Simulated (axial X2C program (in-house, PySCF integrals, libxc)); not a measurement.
**VF⁺: from the spin-free to the two-component result**

Calculated with an in-house all-electron X2C program for linear molecules (integrals from PySCF). Spin-free means the one-electron spin-free X2C Hamiltonian; two-component (2c) means X2C with spin–orbit coupling and atomic mean-field two-electron Coulomb and Gaunt terms, so the difference of the two also holds small scalar two-electron terms. Basis: V dyall-cv3z [10s10p6d4f2g], F dyall-av3z [7s6p3d2f] (cores contracted in-house); Gaussian nuclei, density fitting, unrestricted open shells. Masses: V 50.944 u, F 18.998 u.

Spin-free state: M_S = 3/2, Λ = 1 (beyond evenly filled blocks: π+α, δ+α, δ-α); fragments V+ + F.

```
  level  Re (Å)  ωe (cm⁻¹)  De (eV)  μ (D)
   PBE0   1.710      811.4    4.669  -5.79
     HF   1.748      790.0    2.845  -7.44
    MP2   1.738      778.5    4.941    n/a
   CCSD   1.739      788.4    4.623    n/a
CCSD(T)   1.739      787.2    4.822    n/a
 PBEsol   1.703      806.3    5.592  -5.06
```

Correlated methods: 11 electrons correlated (number of frozen shells: V 3 s, 2 p; F 1 s), 279 virtual spin orbitals or spinors in MP2, 90 natural virtuals in coupled cluster.

Dipoles are positive if F is the positive end and refer to the centre of mass.

Two-component determinant lowest at the distance of the search:

Ω = 1/2 (⟨Sz⟩ = 1.50, ⟨Lz⟩ = -1.00 at HF); fragments V+ + F.

```tsv
level	Re (Å)	ωe (cm⁻¹)	μ (D)
PBE0	1.710	811.4	-5.78
HF	1.748	789.9	-7.43
MP2	1.738	778.5	n/a
CCSD	1.739	789.2	n/a
CCSD(T)	1.739	788.0	n/a
PBEsol	1.703	806.2	-5.05
```

(1) From the two tables, how do the constants change at the CCSD(T) level (2c against spin-free)?

The state is one determinant whose occupation by symmetry is held fixed; it was picked as the lowest of a PBE0 search that is not exhaustive. Dissociation energies refer to the lowest single-determinant-based atoms at the same level and basis. De is not given where an atomic determinant may have missed its ground term or J level, or where the truncated virtual space spoils (T). Density functionals use the spin component along the axis (collinear). Coupled cluster ran in a truncated set of natural virtual spinors; the MP2 energy of the rest was added. (T) has no such correction and the atoms are truncated less, which lowers De at CCSD(T) by a hundredth of an eV or more. PBE0 can misorder states that lie within some tenths of an eV, so this need not be the ground state of the molecule. The nearest other spin-free determinant of the search, M_S = 3/2, Λ = 0, lies 0.03 eV up at the distance of the search. The functionals have no current-density term, which raises determinants with orbital currents, atoms included. With several unpaired electrons one determinant need not be a pure state. The outer-core s and p shells of the metal are frozen in the correlated rows, which leaves out core–valence correlation; for alkali and alkaline-earth bonds that tends to lengthen them. At some level and bond length an empty orbital lies below a filled one.

Answers

(1) At the CCSD(T) level Re is unchanged within 0.001 Å and ωe goes up by 0.8 cm⁻¹.
